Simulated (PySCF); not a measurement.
PySCF job for Be2O, SMILES [Be][O][Be] (connectivity only; charge and spin as stated), neutral, multiplicity 1, TDA-PBE0/def2-TZVPD. Geometry optimised at B3LYP-D3(BJ)/def2-TZVPD. A frequency run showed that this geometry is not a minimum.

```python
import numpy as np
from pyscf import gto, scf, dft, tdscf

mol = gto.M(
    atom='''
    Be    0.00000000    0.00000000   -1.40491684
    O     0.00000000    0.00000000    0.00000000
    Be    0.00000000    0.00000000    1.40491684
    ''',
    basis='def2-TZVPD',
    charge=0,
    spin=0,
    symmetry=True,
    symmetry_subgroup='D2h',
    max_memory=1600,
    verbose=4,
)
mf = dft.RKS(mol, xc='pbe0').density_fit(auxbasis='def2-universal-jkfit')
mf.grids.level = 3
mf.conv_tol = 1e-9
mf.max_cycle = 100
mf.kernel()
mf.grids = dft.Grids(mol).set(level=1).build(with_non0tab=True)  # coarser grid for the response kernel
td = tdscf.TDA(mf)
td.singlet = True
td.nstates = 10
td.conv_tol = 1e-4
td.positive_eig_threshold = 1e-6
td.kernel(x0=td.get_init_guess(mf, 15))
td.analyze()
tt = tdscf.TDA(mf)
tt.singlet = False
tt.nstates = 4
tt.conv_tol = 1e-4
tt.positive_eig_threshold = 1e-6
tt.kernel(x0=tt.get_init_guess(mf, 9))
tt.analyze(verbose=3)
```

Output:

```
PySCF version 2.14.0

[INPUT] verbose = 4
[INPUT] num. atoms = 3
[INPUT] num. electrons = 16
[INPUT] charge = 0
[INPUT] spin (= nelec alpha-beta = 2S) = 0
[INPUT] symmetry True subgroup D2h
[INPUT] Mole.unit = angstrom
[INPUT] Symbol           X                Y                Z      unit          X                Y                Z       unit  Magmom
[INPUT]  1 Be     0.000000000000   0.000000000000  -1.404916840000 AA    0.000000000000   0.000000000000  -2.654908055389 Bohr   0.0
[INPUT]  2 O      0.000000000000   0.000000000000   0.000000000000 AA    0.000000000000   0.000000000000   0.000000000000 Bohr   0.0
[INPUT]  3 Be     0.000000000000   0.000000000000   1.404916840000 AA    0.000000000000   0.000000000000   2.654908055389 Bohr   0.0

nuclear repulsion = 27.1195832389909
point group symmetry = Dooh, use subgroup D2h
symmetry origin: [0. 0. 0.]
symmetry axis x: [1. 0. 0.]
symmetry axis y: [0. 1. 0.]
symmetry axis z: [0. 0. 1.]
num. orbitals of irrep Ag = 23
num. orbitals of irrep B1g = 4
num. orbitals of irrep B2g = 8
num. orbitals of irrep B3g = 8
num. orbitals of irrep Au = 2
num. orbitals of irrep B1u = 17
num. orbitals of irrep B2u = 11
num. orbitals of irrep B3u = 11
number of shells = 34
number of NR pGTOs = 117
number of NR cGTOs = 84
basis = def2-TZVPD
ecp = {}


******** <class 'pyscf.df.df_jk.DFSymAdaptedRKS'> ********
method = DFSymAdaptedRKS
initial guess = minao
damping factor = 0
level_shift factor = 0
DIIS = <class 'pyscf.scf.diis.CDIIS'>
diis_start_cycle = 1
diis_space = 8
diis_damp = 0
SCF conv_tol = 1e-09
SCF conv_tol_grad = None
SCF max_cycles = 100
direct_scf = False
XC library pyscf.dft.libxc version 7.1.2
    S. Lehtola, C. Steigemann, M. J. T. Oliveira, and M. A. L. Marques,  SoftwareX 7, 1–5 (2018)
XC functionals = pbe0
    C. Adamo and V. Barone,  J. Chem. Phys. 110, 6158 (1999)
    M. Ernzerhof and G. E. Scuseria,  J. Chem. Phys. 110, 5029 (1999)
radial grids:
    Treutler-Ahlrichs [JCP 102, 346 (1995); DOI:10.1063/1.469408] (M4) radial grids

becke partition: Becke, JCP 88, 2547 (1988); DOI:10.1063/1.454033
pruning grids: <function nwchem_prune>
grids dens level: 3
symmetrized grids: True
atomic radii adjust function: <function treutler_atomic_radii_adjust>
small_rho_cutoff = 0
Freeze 0 electrons in irreps []
    16 free electrons in irreps Ag B1g B2g B3g Au B1u B2u B3u
Set gradient conv threshold to 3.16228e-05
Initial guess from minao.
tot grids = 41528
******** <class 'pyscf.df.df.DF'> ********
auxbasis = def2-universal-jkfit
init E= -104.812539168405
HOMO (Ag) = -0.195421832465815  LUMO (B1u) = -0.164608328113457  gap/eV = 0.83848
cycle= 1 E= -104.398007890997  delta_E= 0.415  |g|= 0.968  |ddm|= 2.16
HOMO (B2u) = -0.144887188368861  LUMO (B1u) = -0.11481503107096  gap/eV = 0.81831
cycle= 2 E= -103.372618539331  delta_E= 1.03  |g|=  2.3  |ddm|= 2.42
HOMO (Ag) = -0.187898884888352  LUMO (B1u) = -0.141602249905852  gap/eV = 1.25980
cycle= 3 E= -104.582527381349  delta_E= -1.21  |g|= 0.0869  |ddm|= 1.72
HOMO (Ag) = -0.182613344594696  LUMO (B1u) = -0.137241821133205  gap/eV = 1.23462
cycle= 4 E= -104.58473935232  delta_E= -0.00221  |g|= 0.00962  |ddm|= 0.184
HOMO (Ag) = -0.183225643324757  LUMO (B1u) = -0.138013806183683  gap/eV = 1.23028
cycle= 5 E= -104.584769842499  delta_E= -3.05e-05  |g|= 0.000607  |ddm|= 0.021
HOMO (Ag) = -0.183360708063475  LUMO (B1u) = -0.138212872304489  gap/eV = 1.22854
cycle= 6 E= -104.584770221636  delta_E= -3.79e-07  |g|= 0.000194  |ddm|= 0.00412
HOMO (Ag) = -0.183351399342346  LUMO (B1u) = -0.138209886597846  gap/eV = 1.22836
cycle= 7 E= -104.584770230474  delta_E= -8.84e-09  |g|= 1.77e-05  |ddm|= 0.00054
HOMO (Ag) = -0.183351914052764  LUMO (B1u) = -0.138210375164482  gap/eV = 1.22836
cycle= 8 E= -104.58477023055  delta_E= -7.59e-11  |g|= 7.99e-07  |ddm|= 4.77e-05
HOMO (Ag) = -0.183351622578961  LUMO (B1u) = -0.138210047893621  gap/eV = 1.22836
Extra cycle  E= -104.58477023055  delta_E= 4.55e-13  |g|= 1.21e-06  |ddm|= 6.7e-06
converged SCF energy = -104.58477023055
tot grids = 15352
Overwritten attributes  positive_eig_threshold  of <class 'pyscf.tdscf.rks.TDA'>


******** <class 'pyscf.tdscf.rks.TDA'> for <class 'pyscf.df.df_jk.DFSymAdaptedRKS'> ********
nstates = 10 singlet
deg_eia_thresh = 1.000e-03
wfnsym = None
conv_tol = 0.0001
eigh lindep = 1e-12
eigh level_shift = 0
eigh max_cycle = 100


Excitation energies (eV)
[3.49596488 3.74330785 3.74330785 4.1237854  4.1237854  4.8251606
 4.8251606  4.92639016 5.1551072  5.3373956 ]

** Singlet excitation energies and oscillator strengths **
Excited State   1:  B1u      3.49596 eV    354.65 nm  f=1.7462
       6 -> 11       -0.12640
       7 -> 10       -0.12640
       8 -> 9         0.64001
       8 -> 15       -0.18087
       8 -> 21        0.10470
Excited State   2:  B2g      3.74331 eV    331.22 nm  f=0.0000
       8 -> 10       -0.70274
Excited State   3:  B3g      3.74331 eV    331.22 nm  f=0.0000
       8 -> 11        0.70274
Excited State   4:  B3u      4.12379 eV    300.66 nm  f=0.4651
       8 -> 13       -0.70469
Excited State   5:  B2u      4.12379 eV    300.66 nm  f=0.4651
       8 -> 12       -0.70469
Excited State   6:  B3g      4.82516 eV    256.95 nm  f=0.0000
       6 -> 9         0.70183
Excited State   7:  B2g      4.82516 eV    256.95 nm  f=0.0000
       7 -> 9         0.70183
Excited State   8:   Ag      4.92639 eV    251.67 nm  f=0.0000
       8 -> 14       -0.69730
       8 -> 16        0.10665
Excited State   9:  B1u      5.15511 eV    240.51 nm  f=0.0022
       8 -> 9         0.13698
       8 -> 15        0.67741
Excited State  10:   Ag      5.33740 eV    232.29 nm  f=0.0000
       8 -> 14       -0.10677
       8 -> 16       -0.69831

** Transition electric dipole moments (AU) **
state          X           Y           Z        Dip. S.      Osc.
  1        -0.0000      0.0000     -4.5153     20.3882      1.7462
  2         0.0000     -0.0000     -0.0000      0.0000      0.0000
  3         0.0000     -0.0000     -0.0000      0.0000      0.0000
  4        -2.1456      0.0000      0.0000      4.6036      0.4651
  5        -0.0000     -2.1456     -0.0000      4.6036      0.4651
  6        -0.0000     -0.0000      0.0000      0.0000      0.0000
  7        -0.0000     -0.0000     -0.0000      0.0000      0.0000
  8        -0.0000     -0.0000     -0.0000      0.0000      0.0000
  9         0.0000      0.0000      0.1318      0.0174      0.0022
 10        -0.0000      0.0000     -0.0000      0.0000      0.0000

** Transition velocity dipole moments (imaginary part, AU) **
state          X           Y           Z        Dip. S.      Osc.
  1        -0.0000      0.0000      0.1675      0.0281      0.1456
  2         0.0000      0.0000     -0.0000      0.0000      0.0000
  3        -0.0000     -0.0000     -0.0000      0.0000      0.0000
  4        -0.2205      0.0000      0.0000      0.0486      0.2139
  5        -0.0000     -0.2205     -0.0000      0.0486      0.2139
  6        -0.0000     -0.0000      0.0000      0.0000      0.0000
  7        -0.0000     -0.0000     -0.0000      0.0000      0.0000
  8        -0.0000      0.0000     -0.0000      0.0000      0.0000
  9         0.0000      0.0000      0.3105      0.0964      0.3393
 10        -0.0000      0.0000     -0.0000      0.0000      0.0000

** Transition magnetic dipole moments (imaginary part, AU) **
state          X           Y           Z
  1         0.0000      0.0000      0.0000
  2        -0.0000     -1.1558      0.0000
  3        -1.1558      0.0000      0.0000
  4         0.0000      0.0000     -0.0000
  5        -0.0000     -0.0000     -0.0000
  6         0.0944      0.0000      0.0000
  7         0.0000     -0.0944     -0.0000
  8         0.0000     -0.0000      0.0000
  9         0.0000      0.0000      0.0000
 10        -0.0000      0.0000     -0.0000


******** <class 'pyscf.tdscf.rks.TDA'> for <class 'pyscf.df.df_jk.DFSymAdaptedRKS'> ********
nstates = 4 triplet
deg_eia_thresh = 1.000e-03
wfnsym = None
conv_tol = 0.0001
eigh lindep = 1e-12
eigh level_shift = 0
eigh max_cycle = 100


Excitation energies (eV)
[2.51314109 2.51314109 3.23718917 3.23718917]

** Triplet excitation energies and oscillator strengths **
Excited State   1:  B2g      2.51314 eV    493.34 nm  f=0.0000
Excited State   2:  B3g      2.51314 eV    493.34 nm  f=0.0000
Excited State   3:  B3u      3.23719 eV    383.00 nm  f=0.0000
Excited State   4:  B2u      3.23719 eV    383.00 nm  f=0.0000
```

The run converged.

Cost: around 12 core-seconds (rough).
